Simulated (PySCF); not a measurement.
A structure optimised at PBE0-D3(BJ)/def2-TZVP, used in a PySCF frequency run:

```
Mg
N 1 1.8740
H 2 1.0086 1 126.29
H 2 1.0086 3 107.41 1 180.00
Br 1 2.3346 3 161.79 2 180.00
```
Charge 0, spin multiplicity 1.

Task: Write its SMILES, formula and point group.

Result: [NH2][Mg][Br], BrH2MgN, C2v

Task: What are its rotational constants (standard atomic weights)?

Result: 379.33, 1.7052, 1.6976 GHz
